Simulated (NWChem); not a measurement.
System meant: Si$_{2}$H$_{3}$ cation, singlet

Here is an NWChem input.

```
start job
memory heap 200 mb stack 700 mb global 900 mb
charge 1
geometry units angstroms noautoz
  Si     0.000000     0.000000     1.332612
  Si     0.000000     0.000000    -1.075436
  H      1.209014    -0.792717    -1.449729
  H      0.082007     1.443395    -1.449729
  H     -1.291020    -0.650678    -1.449729
end
basis spherical
  Si library def2-svp
  H library def2-svp
end
dft
  xc xpbe96 cpbe96
  iterations 4
  mulliken
end
task dft energy
```

End of the output:

```
    Atom       Charge   Shell Charges
 -----------   ------   -------------------------------------------------------
    1 Si  14    13.22   2.00  1.98  1.20  0.66  5.78  0.83  0.73  0.04
    2 Si  14    13.76   2.00  1.94  0.73  0.38  5.81  1.36  1.39  0.16
    3 H    1     1.01   0.60  0.38  0.03
    4 H    1     1.01   0.60  0.38  0.03
    5 H    1     1.01   0.60  0.38  0.03

 center of mass
 --------------
 x =  -0.00000000 y =   0.00000000 z =   0.13573502

 moments of inertia (a.u.)
 ------------------
         326.467293898452           0.000000000000          -0.000000000000
           0.000000000000         326.467293898452           0.000000000000
          -0.000000000000           0.000000000000          22.567017056510

     Multipole analysis of the density
     ---------------------------------

     L   x y z        total         alpha         beta         nuclear
     -   - - -        -----         -----         ----         -------
     0   0 0 0      1.000000    -15.000000    -15.000000     31.000000

     1   1 0 0      0.000000      0.000000      0.000000     -0.000000
     1   0 1 0     -0.000000     -0.000000     -0.000000      0.000000
     1   0 0 1      0.903656      0.451828      0.451828     -0.000000

     2   2 0 0    -16.595941    -13.895921    -13.895921     11.195901
     2   1 1 0      0.000000     -0.000000     -0.000000      0.000000
     2   1 0 1      0.000000      0.000000      0.000000      0.000000
     2   0 2 0    -16.595941    -13.895921    -13.895921     11.195901
     2   0 1 1      0.000000      0.000000      0.000000     -0.000000
     2   0 0 2    -13.607728    -91.332566    -91.332566    169.057405

 ------------------------------------------------------------------------
 dft energy failed                                                                                  0
 ------------------------------------------------------------------------
 ------------------------------------------------------------------------
  current input line :
    20: task dft energy
 ------------------------------------------------------------------------
 ------------------------------------------------------------------------
 This type of error is most commonly associated with calculations not reaching convergence criteria
 ------------------------------------------------------------------------
 For more information see the NWChem manual at https://nwchemgit.github.io

0:dft energy failed:Received an Error in Communication
```

Task: What is wrong, and how is it mended?

Result: Convergence was not reached. Cause: the SCF was allowed too few iterations. This input runs:
```
start job
memory heap 200 mb stack 700 mb global 900 mb
charge 1
geometry units angstroms noautoz
  Si     0.000000     0.000000     1.332612
  Si     0.000000     0.000000    -1.075436
  H      1.209014    -0.792717    -1.449729
  H      0.082007     1.443395    -1.449729
  H     -1.291020    -0.650678    -1.449729
end
basis spherical
  * library def2-svp
end
dft
  xc xpbe96 cpbe96
  iterations 150
  mulliken
end
task dft energy
```
It converges to -579.90861 Ha (PBE/def2-SVP).
